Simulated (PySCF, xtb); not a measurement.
trans-(1R,2R)-1-chloro-2-fluorocyclobutane (C4H6ClF), SMILES F[C@@H]1CC[C@H]1Cl.

Harmonic wavenumbers (cm⁻¹) from xtb with GFN2-xTB at its own minimum, in rising order: 90, 218, 281, 369, 443, 588, 751, 814, 929, 976, 1021, 1044, 1078, 1092, 1114, 1172, 1181, 1202, 1214, 1235, 1252, 1304, 1453, 1469, 2962, 2982, 3024, 3032, 3037, 3041.

What does B3LYP-D3(BJ)/def2-SVP run with PySCF give at its own minimum? (An estimate is asked for; the answer gives what the named calculation found.)

134, 210, 304, 380, 464, 571, 737, 794, 907, 932, 968, 1025, 1096, 1110, 1150, 1197, 1223, 1242, 1249, 1264, 1308, 1405, 1454, 1478, 3071, 3075, 3082, 3114, 3138, 3150. Paired by order, the mean absolute difference is 42 cm⁻¹ and the zero-point energies are 57.7 and 58.9 kcal/mol.
